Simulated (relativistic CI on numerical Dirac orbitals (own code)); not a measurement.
# Radial parameters of P7+

Method of calculation: Dirac-Coulomb-Breit CI, KLI orbitals optimised for each configuration, QED by a radiative potential, unscaled Slater integrals (own radial code, finite nucleus).

Slater integrals F^k, G^k are unscaled and averaged over j, outside the closed core 1s2; ζ comes from projecting the Hamiltonian with its Breit term on Σ l·s of the shell.

- 2s2 2p4: F^2(2p,2p) = 213520, ζ(2p) = 5216.9 cm⁻¹; <r>(2p) = 0.4406, <r^2>(2p) = 0.2385 (bohr units).
- 2s 2p5: G^1(2s,2p) = 250000, ζ(2p) = 5132.9 cm⁻¹; <r>(2s) = 0.4896, <r^2>(2s) = 0.2827, <r>(2p) = 0.4433, <r^2>(2p) = 0.2415 (bohr units).
- 2s2 2p3 3s: F^2(2p,2p) = 221160, ζ(2p) = 5602.8, G^1(2p,3s) = 19244 cm⁻¹; <r>(2p) = 0.427, <r^2>(2p) = 0.2234, <r>(3s) = 1.275, <r^2>(3s) = 1.844 (bohr units).

Averages of the first 10 configurations, taken without configuration mixing, which lowers the lowest level and can move excited configurations by several eV; other configurations of the list can lie among them:

```json
{"Configuration": "2s2 2p4", "Parity": "even", "States": "15", "Average energy above the lowest level (eV)": "4.0"}
{"Configuration": "2s 2p5", "Parity": "odd", "States": "12", "Average energy above the lowest level (eV)": "57.1"}
{"Configuration": "2p6", "Parity": "even", "States": "1", "Average energy above the lowest level (eV)": "119.4"}
{"Configuration": "2s2 2p3 3s", "Parity": "odd", "States": "40", "Average energy above the lowest level (eV)": "188.9"}
{"Configuration": "2s2 2p3 3p", "Parity": "even", "States": "120", "Average energy above the lowest level (eV)": "201.8"}
{"Configuration": "2p5 3s", "Parity": "odd", "States": "12", "Average energy above the lowest level (eV)": "294.3"}
{"Configuration": "2s2 2p3 3d", "Parity": "odd", "States": "200", "Average energy above the lowest level (eV)": "217.1"}
{"Configuration": "2p5 3p", "Parity": "even", "States": "36", "Average energy above the lowest level (eV)": "305.9"}
{"Configuration": "2p5 3d", "Parity": "odd", "States": "60", "Average energy above the lowest level (eV)": "320.9"}
{"Configuration": "2s 2p4 3s", "Parity": "even", "States": "60", "Average energy above the lowest level (eV)": "236.8"}
```
